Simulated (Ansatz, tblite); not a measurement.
Removing and adding an electron: `COc1ccc(-c2ccc(-c3ccc(-c4ccc(-c5ccc(-c6ccc(-c7ccc(-c8ccc(C(F)=C(F)F)cc8)cc7)cc6)cc5)cc4)cc3)cc2)cc1`. Charge 0, multiplicity 1. Geometry: r2SCAN-D4/def2-SVP. Ansatz, gas phase; energy differences of separate SCF runs; the oxidised species was run as a doublet alone; the reduced species was run as a doublet alone.

The xTB rows come from tblite. Single mean-field runs in def2-SVP are fitted with def2-universal-jkfit.

**Question.** Estimate orbital energies and vertical ionisation energies and electron affinities at: GFN1-xTB; GFN2-xTB; PBE-D4/def2-SVP; PBE0-D4/def2-SVP.

**Answer.** 
```csv
level,−HOMO (eV),vertical IE (eV),−LUMO (eV),vertical EA (eV),HOMO–LUMO gap (eV),IE − EA (eV)
GFN1-xTB,10.90,12.01,8.62,7.44,2.28,4.57
GFN2-xTB,9.88,11.05,7.83,6.50,2.05,4.55
PBE-D4/def2-SVP,4.93,6.03,2.48,1.43,2.45,4.60
PBE0-D4/def2-SVP,5.79,6.60,1.85,1.10,3.94,5.50
```

 Raw xTB energy differences between charge states are shifted by several eV; the methods need an empirical correction for them. Sets without diffuse functions give affinities that are too small.
